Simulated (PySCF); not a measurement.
## Mn²⁺: ionisation energy

Mn²⁺ [Ar] 3d5 (6S) → Mn³⁺ [Ar] 3d4 (5D), as a difference of total energies. Calculation: PySCF 2.14, in aug-cc-pVDZ; no relativity, point nucleus. Correlated levels: valence: [Ar] frozen. The calculations carry no spin-orbit coupling.

```tsv
method	ionisation energy (eV)
UHF	32.750
MP2 (valence)	33.518
SCS-MP2 (valence)	33.006
CCSD (valence)	33.563
CCSD(T) (valence)	33.573
```

**Question.** How much does correlation contribute at CCSD(T) (valence)?

**Answer.** 33.573 − (32.750) = 0.823 eV, measured against UHF.

These non-relativistic numbers lack the scalar-relativistic shift.

The reference lies between the lowest fine-structure levels, while these numbers refer to the centres of the terms.

Errors of the correlated levels include the incompleteness of this basis and the frozen core.

For comparison: 33.668 ± 0.012 eV (measured; NIST Atomic Spectra Database, ionization energies).
